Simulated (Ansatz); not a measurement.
A structure relaxed at PBE-D4/def2-SVP in Ansatz, charge 0, singlet:

Cartesian coordinates in Å:
```
Zr 0.246 1.133 -1.145
Na -2.911 0.677 -0.091
Na -0.377 2.229 1.946
Na -0.294 -1.236 1.417
Na 2.737 0.616 1.052
Na -1.344 -1.690 -1.914
Na 1.943 -1.728 -1.264
```

Task: Give its formula.

Result: Na₆Zr (the lowest singlet isomer of a short search).

Task: Summarise the bond lengths by kind (pairs closer than 1.2 times the sum of covalent radii, bridged metal pairs left out).

Result: 10 × Na–Na 3.35 to 3.62 Å; 6 × Na–Zr 3.33 to 3.53 Å. The metal has 6 neighbours: Na 3.36 Å, Na 3.34 Å, Na 3.53 Å, Na 3.36 Å, Na 3.33 Å, Na 3.33 Å.

In the def2 sets Zr takes a core potential; there is no spin–orbit coupling. The restricted singlet is unstable towards broken spin symmetry at other levels; at PBE-D4/def2-SVP this wasn't settled. An occupied level of the charge 0 singlet lies above an empty one (by up to 0.01 eV), so this SCF solution is probably not the lowest. The relaxation made no stability test and no search for a lower SCF solution. At PBE-D4/def2-SVP a quintet of charge 0 lies 0.69 eV below the restricted singlet, each at its own geometry. The structure comes from a short search, and lower isomers may exist.
